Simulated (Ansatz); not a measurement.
Total energies of Al14N14H34, a nanocrystal cut from wurtzite AlN (hydrogen-capped) from Ansatz at PBE0-D4/def2-SVP, gas phase (1 Eh = 27.2114 eV = 2625.5 kJ/mol). The reference geometry is relaxed at PBE-D4/def2-SVP.

```xyz
62

N    -4.098    0.837    0.354
Al   -3.756   -0.269    1.966
Al   -1.845    2.166    2.725
N    -1.932    0.256    2.313
Al   -2.957    0.507   -1.189
N    -3.154   -1.439   -1.366
Al   -1.022    2.628   -0.294
N    -0.407    2.804    1.505
N    -1.152    0.754   -0.634
Al   -0.703   -0.222    0.943
Al   -1.494   -2.457   -1.237
N    -0.862   -2.114    0.549
Al    1.262    1.951    1.922
N     1.081    0.111    1.467
Al    1.477   -0.773    3.154
Al    0.750   -3.109    0.877
N     1.358   -2.714    2.678
N     0.419    3.311   -1.447
Al    0.050    0.278   -2.070
N    -0.147   -1.643   -2.342
Al    2.162    2.431   -1.260
N     2.573    2.682    0.635
N     1.852    0.588   -1.514
Al    2.309   -0.381    0.078
Al    1.506   -2.616   -2.142
N     2.006   -2.273   -0.318
Al    3.102    0.198   -2.968
N     2.831   -1.760   -3.271
H    -5.092    0.776    0.085
H    -3.978    1.814    0.694
H    -4.790    0.081    3.138
H    -3.797   -1.806    1.391
H    -3.210    2.831    2.136
H    -1.434    2.446    4.246
H    -1.576   -0.201    3.176
H    -3.450    1.190   -2.547
H    -3.721   -1.777   -0.561
H    -3.687   -1.699   -2.209
H    -2.379    3.408   -0.654
H    -0.339    3.806    1.759
H    -1.796   -3.983   -1.601
H    -1.616   -2.479    1.162
H     1.782    2.234    3.409
H     0.217   -0.577    4.155
H     2.990   -0.565    3.649
H     0.598   -4.691    0.692
H     0.747   -3.184    3.364
H     2.283   -3.145    2.835
H     0.499    4.336   -1.356
H     0.116    3.167   -2.428
H    -0.356    1.069   -3.415
H    -0.446   -1.775   -3.324
H     3.253    3.138   -2.191
H     2.783    3.668    0.856
H     3.468    2.189    0.815
H     3.841   -0.159    0.525
H     1.398   -4.167   -2.523
H     2.914   -2.748   -0.171
H     2.605    0.886   -4.338
H     4.626    0.323   -2.462
H     2.596   -1.906   -4.266
H     3.741   -2.234   -3.159
```

| state | geometry | energy (Eh) |
| --- | --- | --- |
| charge 0 singlet | reference | -4178.50833 |
| charge 1 doublet | reference | -4178.18874 |
| charge -1 doublet | reference | -4178.48132 |
| free N atom (quartet) | – | -54.47898 |
| free Al atom (doublet) | – | -242.16443 |
| free H atom (doublet) | – | -0.50029 |

Single mean-field runs in def2-SVP are fitted with def2-universal-jkfit.

Problem. Work out the vertical ionisation energy to the doublet.

Solution. E(charge 1 doublet) − E(charge 0 singlet) = -4178.18874 − (-4178.50833) = 0.31959 Eh = 8.70 eV. For comparison, −ε of the highest occupied level is 7.45 eV at this level, 1.25 eV less.

Problem. Work out the vertical electron affinity, to the doublet.

Solution. E(charge 0 singlet) − E(charge -1 doublet) = -4178.50833 − (-4178.48132) = -0.02701 Eh = -0.73 eV; negative, so the extra electron isn't bound. The basis lacks diffuse functions, which makes affinities too small.

Problem. Give the fundamental gap IE − EA, the Mulliken electronegativity (IE + EA)/2 and the hardness (IE − EA)/2.

Solution. From the values in Eh: IE − EA = 0.31959 − (-0.02701) = 0.34660 Eh = 9.43 eV; (IE + EA)/2 = 3.98 eV; (IE − EA)/2 = 4.72 eV. The HOMO–LUMO gap of the same run is 7.28 eV, 2.15 eV smaller than the fundamental gap.

Problem. What is the binding energy per atom against free atoms?

Solution. Atoms: 14 × (-54.47898) + 14 × (-242.16443) + 34 × (-0.50029) = -4170.01760 Eh. Binding: -4170.01760 − (-4178.50833) = 8.49073 Eh = 231.04 eV, or 3.73 eV for each of 62 atoms (no zero-point energy, no counterpoise term).

At PBE0-D4/def2-SVP the highest occupied level of the charge -1 doublet lies above zero (up to 1.77 eV). By energy differences it is unbound by 0.73 eV (vertical, to the charge 0 singlet, at PBE0-D4/def2-SVP) and held by the finite basis.
